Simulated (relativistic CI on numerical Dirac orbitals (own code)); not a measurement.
**Forbidden transitions in Hg46+**

Method of calculation: Dirac-Coulomb-Breit CI, KLI orbitals optimised for each configuration, QED by a radiative potential, unscaled Slater integrals (own radial code, finite nucleus).

CI space (outside the closed core [Ar] 3d10): 4s²4p⁴, 4s4p⁵, 4s²4p³4d, 4p⁶, 4s4p⁴4d, 4s²4p³4f, 4s4p⁴4f, 4p⁵4d, 4s4p³4d², 4s²4p²4d4f, 4p⁵4f, 4p⁴4d4f, 4s4p³4f², 4s²4p³5s, 4p⁵5s, 4s²4p³5p, 4s4p³4d5s, 4s²4p²4f5s, 4s4p⁴5s, 4s²4p³5d, 4s4p⁴5p, 4s²4p³5f, 4s²4p³5g, 4s4p⁴5d, 4p⁴4f5s, 4s4p⁴5f, 4s²4p³6s, 4s²4p²4d², 4s²4p4d³, 4s4p²4d³, 4s²4p4d²4f, 4s4p²4d²4f, 4s²4p4d²5s, 4p⁴4d², 4p³4d³, 4p³4d²4f, 4p³4d²5s, 4s²4p²4d5s, 4s4p²4d²5s, 4s²4p4d4f5s, 4s4p²4d4f5s, 4s²4p4d5s², 4p⁴4d5s, 4p³4d4f5s, 4p³4d5s², 4s²4p²5s², 4s4p²4d5s², 4s²4p4f5s², 4s4p²4f5s². Double excitations out of closed p, d and f shells are left out; levels of such configurations are missing from the list, as are those of other unlisted configurations, and high levels can miss mixing partners. These lack a partner that the ground configuration has and come out too high: 4s²4p³5p, 4s²4p³5d, 4s4p⁴5p, 4s²4p³5f, 4s²4p³5g.

| λ vac (nm) | Lower | Upper | Type | A (s⁻¹) | log gf |
| --- | --- | --- | --- | --- | --- |
| 6.0039 | 4s²4p⁴ ³P2 [1] | 4s²4p³4d ³F°4 [9] | M2 | 1.23e+04 | -7.22 |
| 8.2244 | 4s²4p³4d ³D°3 [25] | 4s²4p³4d ³F°4 [81] | M1 | 5.18e+06 | -4.33 |
| 8.2259 | 4s²4p³4d ⁵D°4 [26] | 4s²4p³4d ³F°4 [81] | M1 | 2.00e+07 | -3.74 |
| 8.2628 | 4s²4p⁴ ³P1 [3] | 4s²4p⁴ ³P0 [15] | M1 | 5.85e+07 | -4.22 |
| 8.4946 | 4s²4p⁴ ³P2 [1] | 4s²4p⁴ ¹D2 [4] | E2 | 1.37e+06 | -5.13 |
| 8.4946 | 4s²4p⁴ ³P2 [1] | 4s²4p⁴ ¹D2 [4] | M1 | 1.36e+07 | -4.13 |
| 8.5529 | 4s²4p⁴ ¹D2 [4] | 4s²4p⁴ ³P0 [15] | E2 | 4.13e+06 | -5.34 |
| 8.5614 | 4s²4p³4d ³D°2 [5] | 4s²4p³4d ³G°4 [20] | E2 | 3.70e+05 | -5.44 |
| 8.6037 | 4s²4p³4d ³F°4 [28] | 4s²4p³4d ³F°4 [81] | M1 | 3.05e+06 | -4.52 |
| 8.6855 | 4s²4p³4d ³F°4 [9] | 4s²4p³4d ³G°5 [31] | E2 | 7.64e+05 | -5.02 |
| 8.6855 | 4s²4p³4d ³F°4 [9] | 4s²4p³4d ³G°5 [31] | M1 | 4.25e+06 | -4.28 |
| 8.7182 | 4s²4p³4d ³G°5 [31] | 4s²4p³4d ³F°4 [81] | E2 | 1.09e+06 | -4.95 |
| 8.7182 | 4s²4p³4d ³G°5 [31] | 4s²4p³4d ³F°4 [81] | M1 | 5.63e+06 | -4.24 |
| 8.8014 | 4s²4p⁴ ³P2 [1] | 4s²4p⁴ ³P1 [3] | E2 | 8.81e+05 | -5.51 |
| 8.8014 | 4s²4p⁴ ³P2 [1] | 4s²4p⁴ ³P1 [3] | M1 | 2.20e+07 | -4.12 |
| 8.8022 | 4s²4p³4d ³F°4 [9] | 4s²4p³4d ³F°4 [28] | E2 | 5.25e+05 | -5.26 |
| 8.8022 | 4s²4p³4d ³F°4 [9] | 4s²4p³4d ³F°4 [28] | M1 | 2.69e+06 | -4.55 |
| 8.8363 | 4s²4p³4d ³F°3 [8] | 4s²4p³4d ³G°4 [20] | E2 | 7.83e+05 | -5.08 |
| 8.8363 | 4s²4p³4d ³F°3 [8] | 4s²4p³4d ³G°4 [20] | M1 | 3.95e+06 | -4.38 |
| 8.9723 | 4s²4p³4d ³D°2 [10] | 4s²4p³4d ³F°4 [28] | E2 | 4.52e+05 | -5.31 |
| 9.2361 | 4s²4p³4d ³F°4 [9] | 4s²4p³4d ⁵D°4 [26] | M1 | 1.64e+07 | -3.73 |
| 9.4979 | 4s²4p⁴ ¹S0 [2] | 4s²4p⁴ ³P1 [3] | M1 | 7.39e+06 | -4.52 |
| 9.5868 | 4s²4p³4d ¹F°3 [34] | 4s²4p³4d ³F°4 [81] | M1 | 2.18e+06 | -4.57 |
| 9.7964 | 4s²4p³4d ³D°3 [11] | 4s²4p³4d ³G°5 [31] | E2 | 2.31e+05 | -5.44 |
| 9.9451 | 4s²4p³4d ³D°3 [11] | 4s²4p³4d ³F°4 [28] | M1 | 1.76e+06 | -4.63 |
| 10.405 | 4s²4p³4d ¹F°3 [38] | 4s²4p³4d ³F°4 [81] | M1 | 5.35e+06 | -4.11 |
| 10.503 | 4s²4p³4d ³D°3 [11] | 4s²4p³4d ⁵D°4 [26] | M1 | 6.52e+06 | -4.01 |
| 41.242 | 4s²4p³4d ³G°4 [20] | 4s²4p³4d ³G°5 [31] | M1 | 1.54e+05 | -4.36 |
| 44.881 | 4s²4p³4d ³F°3 [8] | 4s²4p³4d ³F°4 [9] | M1 | 1.32e+05 | -4.45 |
| 120.03 | 4s²4p⁴ ³P2 [1] | 4s²4p⁴ ¹S0 [2] | E2 | 8.20e+00 | -8.75 |

Terms are leading LS components. Brackets give the number of a level in order of energy, since labels repeat. The list gives strong lines, with weight on those to low levels, among the lowest 400 of 10723 levels, so that lines to higher ones, which can be the strongest, are missing. Levels whose partners in the same complex of configurations lie outside the list can be far off, and so can their lines. Rates are taken at the computed energies, electric ones in the length gauge.

At this charge energies of transitions that change n are usually good to better than 1 %, and those within a shell (Δn = 0) to a few per cent.

LS names give the leading component of a level, which can be under half, so a name can repeat, a term be missing and a line seem to break the LS rules.
